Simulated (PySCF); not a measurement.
**Nitrogen: a sound run and one with changed settings**

Sound run: N²⁺ [He] 2s2 2p1, N³⁺ [He] 2s2. All numbers are calculated (PySCF 2.14, scalar relativity by spin-free X2C-1e, in cc-pVTZ-DK). The sound run starts from symmetry-adapted Hartree-Fock orbitals and uses a fine grid where one is needed.

A second run was set up differently.

| species | method | sound run (hartree) | changed run (hartree) | converged |
| --- | --- | --- | --- | --- |
| N²⁺ | UHF | -52.84711 | -52.84711 | yes |
| N²⁺ | M06-2X | -52.99193 | -53.00868 | yes |
| N²⁺ | M06-L | -52.99115 | -53.33950 | yes |
| N³⁺ | UHF | -51.11054 | -51.11054 | yes |
| N³⁺ | M06-2X | -51.24418 | -51.24418 | yes |
| N³⁺ | M06-L | -51.22311 | -51.22311 | yes |

Ionisation energy of N²⁺:

```csv
method,sound run (eV),changed run (eV)
UHF,47.255,47.255
M06-2X,47.559,48.014
M06-L,48.111,57.590
```

(1) What was changed?
A. all electrons correlated in a valence basis
B. minimal basis
C. level shift left on
D. angular grid far too coarse

Answers

(1) D. It used 6 angular points. A coarse angular grid integrates products of high-l functions wrongly, so density functionals can shift, and the SCF can exploit the error; Hartree-Fock and MP2 need no grid.
